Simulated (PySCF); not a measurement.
# Fractional electron number in Fe (iron, neutral)

The 4s beta orbital of [Ar] 3d6 4s2 is emptied in steps (occupation f), with all orbitals relaxed, ending at [Ar] 3d6 4s1. Computed with PySCF 2.14 in def2-TZVP (6s4p4d1f, 45 functions), with no relativity, point nucleus. The exact energy is a straight line in f; departures are measured from the line between the end points of the same method.

| f | PBE0 (eV) | LC-wPBE (eV) |
| --- | --- | --- |
| 1 | 0.000 | 0.000 |
| 0.8 | -0.342 | 0.011 |
| 0.6 | -0.515 | 0.014 |
| 0.4 | -0.516 | 0.009 |
| 0.2 | -0.344 | 0.001 |
| 0 | 0.000 | 0.000 |

```json
{"method": "PBE0", "E(f=0) − E(f=1) (eV)": "7.567", "−ε at f=1 (eV)": "5.423", "−ε at f=0.4 (eV)": "7.993"}
{"method": "LC-wPBE", "E(f=0) − E(f=1) (eV)": "7.404", "−ε at f=1 (eV)": "7.480", "−ε at f=0.4 (eV)": "7.361"}
```

Orbital energy along the path (eV):

```csv
f,PBE0,LC-wPBE
1,-5.423,-7.480
0.8,-6.279,-7.441
0.6,-7.132,-7.397
0.4,-7.993,-7.361
0.2,-8.870,-7.379
0,-9.500,-7.381
```

Reference removal energy between the ground levels: 7.902 eV (measured; NIST Atomic Spectra Database, ionization energies). The calculation has no spin-orbit coupling.
